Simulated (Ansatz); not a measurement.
The same ligand exchange along the group Mg, Zn, Cd.

Gas-phase electronic energies from Ansatz, PBE0-D4/def2-TZVP geometries. CBS: MP2 limit from def2 TZ/QZ plus the TZ coupled-cluster correction, frozen cores. This one scheme is used for every species. DFT in def2-TZVPP. def2 core potentials past Kr. For Br, Cd, Mg, Zn outer-core shells are correlated without core-valence functions, which leaves a few kJ/mol of doubt a bond. Scalar relativity is left out up to krypton.

```csv
reaction,revPBE-D4 (kJ/mol),CCSD(T)/CBS(def2) (kJ/mol)
`[Br][Mg][Br]` + H–F → `[F][Mg][Br]` + HBr,25,33
`[Br][Zn][Br]` + H–F → `[F][Zn][Br]` + HBr,75,85
`[Br][Cd][Br]` + H–F → `[F][Cd][Br]` + HBr,99,115
```

Largest T1 diagnostic: 0.014, for `[F][Cd][Br]`.
